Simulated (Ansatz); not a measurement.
A nudged elastic band was laid between two geometries of CH₇B₂NOSi (13 atoms, charge 0, multiplicity 1).

Theory: RKS B3LYP/def2-SVP in Ansatz 0.2.0.

| Quantity | Value |
| --- | --- |
| movable images | 7 |
| climbing image | yes |
| spring | 5.0 eV/Å² |
| optimiser | quadratic models (default) |
| start path | through a guess of the saddle point |
| force threshold | 0.05 eV/Å |
| iteration limit | 36 |
| end points | relaxed |

Image 0:

```xyz
13
Properties=species:S:1:pos:R:3
B -0.459 -0.684 -2.332
B 0.085 0.286 -1.049
O 0.697 1.545 -1.087
C 0.752 1.491 0.342
N 0.111 0.171 0.392
Si -0.346 -0.898 1.687
H 0.269 -1.467 -2.896
H -1.598 -0.634 -2.735
H 1.793 1.513 0.714
H 0.169 2.306 0.808
H -0.958 -2.099 1.055
H -1.331 -0.258 2.610
H 0.836 -1.307 2.505
```

Image 8:

```xyz
13
Properties=species:S:1:pos:R:3
B -0.407 -0.981 -1.598
B 0.066 0.458 -0.926
O 1.107 1.346 -0.705
C 0.762 1.497 0.669
N -0.380 0.560 0.627
Si -0.191 -1.380 0.402
H 0.187 -1.567 -2.472
H -1.632 -1.060 -1.604
H 1.580 1.170 1.331
H 0.456 2.525 0.920
H -1.319 -1.872 1.251
H 1.074 -1.636 1.163
H -1.281 0.906 0.956
```

(1) Which bonds break or form, and what moves?

(2) Give the energies along the band, and the barrier.

The band took 36 iterations and about 40 core-minutes.

## Answers

(1) Bonds broken: Si6–H13. Bonds formed: B1–Si6, N5–H13.

(2) The run ended unconverged. The highest image is number 4 of 0 to 8, 2.76 eV above the first end and 2.19 eV above the last; the last end lies 0.57 eV above the first. The band didn't meet its force threshold, so its energies are provisional: the largest band force was still 0.20 eV/Å, and over the last iterations the top stayed at 2.77 eV. Neighbouring images lie up to 2.4 Å apart, so the band is torn or far too coarse. The orbitals stay closed-shell, which can raise the energy where a bond breaks towards radicals; this wasn't checked here.

| image | path coordinate (Å) | energy (eV) | Si6–H13 (Å) | B1–Si6 (Å) | N5–H13 (Å) |
| --- | --- | --- | --- | --- | --- |
| 0 | 0.00 | 0.00 | 1.49 | 4.03 | 2.68 |
| 1 | 2.29 | 0.04 | 1.49 | 4.06 | 2.68 |
| 2 | 4.57 | 0.03 | 1.49 | 3.81 | 2.56 |
| 3 | 6.86 | 0.52 | 1.55 | 2.66 | 2.46 |
| 4 | 9.15 | 2.76 | 2.23 | 2.07 | 1.47 |
| 5 | 11.59 | 0.59 | 2.60 | 2.05 | 1.02 |
| 6 | 14.04 | 1.04 | 3.28 | 1.88 | 1.01 |
| 7 | 16.48 | 1.02 | 3.27 | 1.89 | 1.01 |
| 8 | 18.93 | 0.57 | 2.59 | 2.05 | 1.02 |

The run took 18 min on 2 threads of Intel(R) Xeon(R) Platinum 8259CL CPU @ 2.50GHz (Skylake/Cascade Lake) (shared host), peak memory 0.33 GiB.
